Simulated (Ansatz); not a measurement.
Br2Pb (SMILES [Br][Pb][Br]), singlet, at a GFN2-xTB geometry (such geometries of metal compounds can be far from the true shape) (core potentials on Pb); Ansatz (a quantum-chemistry and plane-wave program) with PBE0/def2-QZVPPD.

Ansatz was given this input:
Ansatz 0.2 input:
```yaml
crystal:
  periodic: [false, false, false]
  atoms:
    - {symbol: Pb, position_ang: [0.02279628, 0.01185890, 0.75051935]}
    - {symbol: Br, position_ang: [1.10650073, -1.65968564, -0.88759472]}
    - {symbol: Br, position_ang: [-1.15990916, 1.63190192, -0.87076491]}
basis:
  gaussian:
    orbitals: def2-QZVPPD.json
hamiltonian:
  xc: pbe0
```
The basis file holds def2-QZVPPD in the JSON format of the Basis Set Exchange.

It wrote (shortened):

```
Functional definition: PBE0
1674 factors; their error is unknown
mean field evaluation 1: about -145329.7114 eV, gradient 1.9e1 eV
mean field evaluation 2: about -145327.6558 eV, gradient 3.4e1 eV
mean field evaluation 4: about -145330.9977 eV, gradient 8.4e-1 eV
mean field evaluation 8: about -145331.2321 eV, gradient 6.6e-2 eV
mean field evaluation 16: about -145331.2321 eV, gradient 3.8e-5 eV
mean field -145331.23212919 eV, -5340.8242717007 hartree, gradient 3.8e-5 eV, S^2 0.000000; 0 other end points of the search recorded, 0 dependent functions left out
reference -145331.23216589 eV, -5340.8242730493 hartree; 46, 46 occupied and 238, 238 virtual orbitals, 1674 factors
Total energy: -145331.23216589 eV, -5340.8242730493 hartree
```
